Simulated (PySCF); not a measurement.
Compound: C6H7NO2P (charge -1).
Atom-mapped SMILES: `[CH3:1][P@@:2](=[O:3])([O-:4])[c:5]1[cH:6][cH:7][cH:8][n:9][cH:10]1`

Geometry (GFN2-xTB, Å), atoms numbered from 1 in this order:
```
atom  x, y, z in Å
C1    -2.4294   -0.2538    0.7971
P2    -1.6580   -0.1127   -0.8974
O3    -1.8979   -1.3644   -1.6679
O4    -2.0132    1.2011   -1.5021
C5     0.1135   -0.0657   -0.3659
C6     0.8448    1.1045   -0.4695
C7     2.1774    1.1051   -0.0882
C8     2.7200   -0.0786    0.3831
N9     2.0391   -1.2118    0.4786
C10    0.7681   -1.1938    0.1034
H11   -2.1699    0.6030    1.4134
H12   -2.1250   -1.1728    1.2899
H13   -3.5072   -0.2698    0.6416
H14    0.3526    1.9890   -0.8483
H15    2.7834    1.9997   -0.1531
H16    3.7570   -0.1322    0.7006
H17    0.2377   -2.1349    0.1748
```

NICS is the negative of the GIAO shielding at a point without a nucleus: at the ring centre (0) and 1 Å above and below it (1); zz is the component along the ring normal. Level: GIAO PBE0/pcSseg-1 (PySCF, non-relativistic, gas phase) on the GFN2-xTB geometry, one conformer.

Ring bond lengths (Å), with Mayer bond orders in brackets: C5–C6 1.384 (1.45), C6–C7 1.386 (1.38), C7–C8 1.385 (1.40), C8–N9 1.326 (1.48), N9–C10 1.325 (1.47), C10–C5 1.386 (1.39).

**Question.** Give the NICS values of each ring in ppm.

**Answer.** 
| ring | type | NICS(0) | NICS(1), two faces | NICS(1)zz, two faces | rms pucker (Å) | centre to ring atoms, mean (Å) |
| --- | --- | --- | --- | --- | --- | --- |
| C5–C6–C7–C8–N9–C10 | 6-membered ring with N; formal bonds all aromatic | -7.4 | -11.4 / -11.5 | -28.2 / -28.6 | 0.00 | 1.36 |

**Question.** What can be read from them?

**Answer.** 
- C5–C6–C7–C8–N9–C10: mean NICS(1)zz -28.4 ppm, shielded, aromatic by this magnetic criterion (flat ring, no four-coordinate atom).

**Question.** And the bond-length index? HOMA takes Krygowski's 1993 parameters.

**Answer.** 
- C5–C6–C7–C8–N9–C10: HOMA 1.00; the largest term is that of N9–C10, α(R − Ropt)² = 0.01. The geometric and the magnetic index point the same way.

**Question.** List the ring angles and the Hirshfeld charges of the ring atoms.

**Answer.** 
- C5–C6–C7–C8–N9–C10: C5 117.6° (-0.057 e), C6 119.2° (-0.039 e), C7 118.0° (-0.077 e), C8 123.6° (-0.016 e), N9 117.4° (-0.192 e), C10 124.0° (+0.009 e); sum 720.0° against 720° for a flat convex ring.

**Question.** What are the shieldings of the ring atoms and their hydrogens in the same run (means over atoms taken as equivalent)?

**Answer.** 
```tsv
atoms	environment	σ isotropic (ppm)	principal values of the symmetric part, first atom (ppm)
C5	substituted aromatic carbon	33.9	-57.8, -16.8, 176.1
C6	aromatic CH carbon	42.2	-70.0, 15.2, 181.4
C7	aromatic CH carbon	61.7	-52.0, 65.1, 172.1
C8	aromatic CH next to a ring nitrogen	37.2	-71.3, 40.5, 142.5
N9	pyridine-type nitrogen	-80.0	-376.1, -168.1, 304.2
C10	aromatic CH next to a ring nitrogen	27.0	-80.4, 18.0, 143.3
H14	aromatic hydrogen	23.26	19.1, 21.3, 29.4
H15	aromatic hydrogen	24.80	22.2, 24.3, 28.0
H16	aromatic hydrogen	23.40	19.3, 23.8, 27.2
H17	aromatic hydrogen	22.65	18.4, 20.9, 28.7
```
